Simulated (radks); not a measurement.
Results of a calculation; reference values are marked as such.
Pd I, configuration [Kr] 4d10.

Level of theory: scalar-relativistic Kohn-Sham, LB94 model potential, spin-polarised, spherical densities, finite nucleus; Fermi nuclear charge, rms radius 4.5318 fm (a radial shooting solver on a logarithmic mesh with Libxc functionals).

Energy parts (eV):
part                   energy
kinetic            142920.651
electron-nucleus  -332497.082
Hartree             56198.780
(The LB94 potential has no energy functional, so no total or exchange-correlation energy is given.)

Orbitals (lengths in bohr, moments of r in powers of bohr; r(90%) holds 90 % of the orbital's charge):
[
 {"orbital": "1s", "occ.": "2", "eigenvalue (eV)": "-24297.43", "<1/r>": "48.29", "r(90%)": "0.0570"},
 {"orbital": "2s", "occ.": "2", "eigenvalue (eV)": "-3564.811", "<1/r>": "10.95", "r(90%)": "0.213"},
 {"orbital": "2p", "occ.": "6", "eigenvalue (eV)": "-3201.361", "<1/r>": "10.61", "r(90%)": "0.196"},
 {"orbital": "3s", "occ.": "2", "eigenvalue (eV)": "-652.2300", "<1/r>": "3.816", "r(90%)": "0.558"},
 {"orbital": "3p", "occ.": "6", "eigenvalue (eV)": "-532.2767", "<1/r>": "3.644", "r(90%)": "0.569"},
 {"orbital": "3d", "occ.": "10", "eigenvalue (eV)": "-341.0741", "<1/r>": "3.430", "r(90%)": "0.564"},
 {"orbital": "4s", "occ.": "2", "eigenvalue (eV)": "-90.7462", "<1/r>": "1.463", "r(90%)": "1.38"},
 {"orbital": "4p", "occ.": "6", "eigenvalue (eV)": "-56.6353", "<1/r>": "1.303", "r(90%)": "1.56"},
 {"orbital": "4d", "occ.": "10", "eigenvalue (eV)": "-9.7037", "<1/r>": "0.8921", "r(90%)": "2.56"}
]

The highest occupied level is 4d at -9.704 eV. The electron density at the nucleus is 1.36e+05 e/bohr^3 (large components only). The density falls to 0.001 e/bohr^3 at r = 3.95 bohr.
